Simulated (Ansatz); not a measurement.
`OC(F)(F)Cl` and `FC(F)(Cl)C[SiH3]` differ in one atom or group.

Ansatz, PBE0-D4/def2-TZVP geometries, multiplicity 1. Each molecule was computed in one conformer, which needn't be the lowest.

```
                                      property  `OC(F)(F)Cl`
             LUMO energy (PBE/def2-TZVPP) / eV         -0.86
            HOMO energy (PBE0/def2-TZVPP) / eV         -9.59
         HOMO–LUMO gap (B3LYP/def2-TZVPP) / eV          9.18
           HOMO energy (B3LYP/def2-TZVPP) / eV         -9.30
           LUMO energy (B3LYP/def2-TZVPP) / eV         -0.12
size of the dipole moment (PBE/def2-TZVPP) / D          1.67
```

Question: Give the same properties after the change, and the shifts. (An estimate is asked.)

Answer: Computed: 
```json
{"property": "LUMO energy (PBE/def2-TZVPP) / eV", "`FC(F)(Cl)C[SiH3]`": "-0.89", "shift": "-0.03"}
{"property": "HOMO energy (PBE0/def2-TZVPP) / eV", "`FC(F)(Cl)C[SiH3]`": "-9.03", "shift": "0.56"}
{"property": "HOMO–LUMO gap (B3LYP/def2-TZVPP) / eV", "`FC(F)(Cl)C[SiH3]`": "8.70", "shift": "-0.48"}
{"property": "HOMO energy (B3LYP/def2-TZVPP) / eV", "`FC(F)(Cl)C[SiH3]`": "-8.78", "shift": "0.52"}
{"property": "LUMO energy (B3LYP/def2-TZVPP) / eV", "`FC(F)(Cl)C[SiH3]`": "-0.08", "shift": "0.04"}
{"property": "size of the dipole moment (PBE/def2-TZVPP) / D", "`FC(F)(Cl)C[SiH3]`": "1.93", "shift": "0.26"}
```

With PBE0 the HOMO rises by 0.56 eV and the LUMO falls by 0.06 eV, so the gap narrows by about 0.62 eV. PBE moves the HOMO by 0.37 eV and ωB97M-V by 0.65 eV. Dipoles are sizes alone; their direction can turn.

B3LYP here is the variant with VWN-RPA as its local correlation; programs differ in this.
